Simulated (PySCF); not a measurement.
C₄H₅ClSi, SMILES C#C/C=C\[SiH2]Cl.

The structure is a stationary point at TPSSh-D3(BJ)/def2-SVP. The structure was generated by enumeration; whether it is a known compound was not checked. One conformer was computed; it need not be the lowest.

Calculation: TDDFT-PBE/def2-SVPD (PySCF).

Vertical excitations. The molecule is in vacuum.

Q: Give excitation energies, oscillator strengths and character. (The exact figures need the calculation; the answer reports its results.)

A: 
```json
[
 {"state": "S1", "energy (eV)": "4.57", "λ (nm)": "272", "f": "0.000", "main pairs": "HOMO−1→LUMO 100 %"},
 {"state": "S2", "energy (eV)": "4.83", "λ (nm)": "257", "f": "0.053", "main pairs": "HOMO−2→LUMO 63 %, HOMO→LUMO 33 %"},
 {"state": "S3", "energy (eV)": "5.03", "λ (nm)": "247", "f": "0.177", "main pairs": "HOMO→LUMO 55 %, HOMO−2→LUMO 35 %"},
 {"state": "S4", "energy (eV)": "5.03", "λ (nm)": "246", "f": "0.002", "main pairs": "HOMO−3→LUMO 98 %"},
 {"state": "S5", "energy (eV)": "5.55", "λ (nm)": "223", "f": "0.000", "main pairs": "HOMO→LUMO+1 99 %"},
 {"state": "S6", "energy (eV)": "6.13", "λ (nm)": "202", "f": "0.006", "main pairs": "HOMO→LUMO+2 98 %"},
 {"state": "S7", "energy (eV)": "6.22", "λ (nm)": "199", "f": "0.000", "main pairs": "HOMO−5→LUMO 97 %"},
 {"state": "S8", "energy (eV)": "6.39", "λ (nm)": "194", "f": "0.067", "main pairs": "HOMO−4→LUMO 77 %"},
 {"state": "S9", "energy (eV)": "6.46", "λ (nm)": "192", "f": "0.090", "main pairs": "HOMO−1→LUMO+1 71 %, HOMO−1→LUMO+2 12 %"},
 {"state": "S10", "energy (eV)": "6.54", "λ (nm)": "190", "f": "0.001", "main pairs": "HOMO−2→LUMO+1 99 %"},
 {"state": "T1", "energy (eV)": "3.16", "λ (nm)": "393", "f": "0", "main pairs": "HOMO→LUMO 98 %"},
 {"state": "T2", "energy (eV)": "4.32", "λ (nm)": "287", "f": "0", "main pairs": "HOMO−1→LUMO 97 %"},
 {"state": "T3", "energy (eV)": "4.75", "λ (nm)": "261", "f": "0", "main pairs": "HOMO−2→LUMO 97 %"},
 {"state": "T4", "energy (eV)": "4.83", "λ (nm)": "257", "f": "0", "main pairs": "HOMO−3→LUMO 96 %"}
]
```
Triplets are in the Tamm–Dancoff approximation, which puts them higher than full response would, so one can lie above its singlet here.
